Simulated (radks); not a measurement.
Results of a calculation; reference values are marked as such.
Task: The mean radii <r> (bohr) of the occupied orbitals of an atom or ion are listed with their occupations. Level of theory: scalar-relativistic Kohn-Sham, SCAN, spin-polarised, spherical densities, finite nucleus; meta-GGA in the generalised Kohn-Sham scheme; Fermi nuclear charge, rms radius of each element as measured or else 0.836 A^(1/3) + 0.57 fm (a radial shooting solver on a logarithmic mesh with Libxc functionals).

| orbital | occ. | <r> |
|---|---|---|
| 1s up | 1 | 0.03706 |
| 1s down | 1 | 0.03706 |
| 2s up | 1 | 0.1602 |
| 2s down | 1 | 0.1601 |
| 2p up | 3 | 0.1394 |
| 2p down | 3 | 0.1394 |
| 3s up | 1 | 0.3973 |
| 3s down | 1 | 0.3988 |
| 3p up | 2 | 0.3867 |

Name the element and its charge. Open shells, if any, are filled with parallel spins first.

Result: Z = 40, zirconium, charge +26: Zr26+ in [Ne] 3s2 3p2. The 1s radius gives Z: for a bare nucleus <r> = (2 gamma + 1)/(2Z) with gamma = sqrt(1 - (Z/c)^2), 0.03641 bohr for Z = 40, and screening makes it slightly larger (0.03706 here). The occupations add up to 14, and the charge is Z minus that.
